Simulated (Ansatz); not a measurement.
A nudged elastic band was laid between two geometries of C3H6GeO (11 atoms, charge 0, multiplicity 1).

Method: RKS PBE-D4/def2-mTZVP (Ansatz).

| Item | Value |
| --- | --- |
| movable images | 5 |
| climbing image | yes |
| spring | 5.0 eV/Å² |
| optimiser | quadratic models (default) |
| start path | through a guess of the saddle point |
| force threshold | 0.05 eV/Å |
| iteration limit | 10 |
| end points | relaxed |

First end point:

```xyz
11
Properties=species:S:1:pos:R:3
C -1.783 0.532 0.764
Ge 0.080 0.797 0.191
C 1.418 -0.604 0.365
C 0.999 -0.492 -0.903
O 1.222 -1.056 -2.113
H -2.018 -0.540 0.753
H -2.474 1.057 0.090
H -1.931 0.919 1.782
H 0.526 2.284 0.149
H 2.123 -1.196 0.951
H 1.903 -1.758 -2.009
```

Last end point:

```xyz
11
Properties=species:S:1:pos:R:3
C -1.742 0.493 0.693
Ge 0.147 0.737 0.193
C 1.492 -0.608 0.568
C 1.155 -0.639 -0.724
O 1.541 -1.392 -1.788
H -1.967 -0.580 0.753
H -2.407 0.958 -0.048
H -1.940 0.951 1.672
H 0.565 2.224 0.024
H 2.169 -1.123 1.251
H 1.053 -1.079 -2.574
```

Task: What changes between the two ends?

Result: No bond is made or broken. The dihedral C3–C4–O5–H11 goes from 0 to -179°.

Task: Give the energies along the band, and the barrier.

Result: The forces met the threshold. The highest image is number 3 of 0 to 6, 24.6 kJ/mol above the first end and 27.9 kJ/mol above the last; the last end lies 3.3 kJ/mol below the first. Another band between the same ends (5 images) ends at a top of the same energy, where a vibrational analysis finds 1 clearly imaginary mode.

```
image  path coordinate (Å)  energy (kJ/mol)  dihedral C3–C4–O5–H11 (°)
    0                 0.00              0.0                          0
    1                 0.36              3.4                         16
    2                 0.72             16.3                         50
    3                 1.08             24.6                         88
    4                 1.48             15.0                        127
    5                 1.89              1.0                        160
    6                 2.29             -3.3                       -179
```

Task: What is the geometry of the highest image?

Result: 
```xyz
11
Properties=species:S:1:pos:R:3
C -1.764 0.492 0.705
Ge 0.098 0.822 0.149
C 1.478 -0.537 0.456
C 1.171 -0.459 -0.837
O 1.617 -1.009 -2.014
H -1.971 -0.585 0.655
H -2.465 1.019 0.045
H -1.930 0.838 1.734
H 0.515 2.317 0.216
H 2.172 -1.104 1.084
H 1.145 -1.850 -2.173
```

The band took 9 iterations and of the order of 5 core-minutes.

Run time: 2.7 min on 2 threads of Intel(R) Xeon(R) Platinum 8259CL CPU @ 2.50GHz (Skylake/Cascade Lake) (shared host), peak memory 0.22 GiB.
